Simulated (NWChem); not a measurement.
# Polarisability of H$_{2}$Ge

```xyz
3

Ge     0.0000     0.0000     0.0664
H     -1.1425     0.0000    -1.0616
H      1.1425     0.0000    -1.0616
```
Charge 0, spin multiplicity 1.

The numbers come from NWChem runs, not from measurements. All single points use one geometry, from B3LYP/def2-SVP, a minimum by its harmonic frequencies.

Basis set: def2-SVPD. Static limit.

The Hamiltonian is non-relativistic. The correlated methods keep 9 core orbitals frozen. B3LYP has NWChem's definition, with VWN1-RPA local correlation. The structure started from a generated list of species. No row is a measurement; the coupled-cluster row has its own basis-set and correlation limits.

Problem. Order these methods by the isotropic polarisability they give, lowest first: PBE, B3LYP, CCSD linear response, BHandHLYP.

Solution. BHandHLYP (37.06 bohr³), CCSD linear response (37.33 bohr³), B3LYP (37.47 bohr³), PBE (38.03 bohr³)
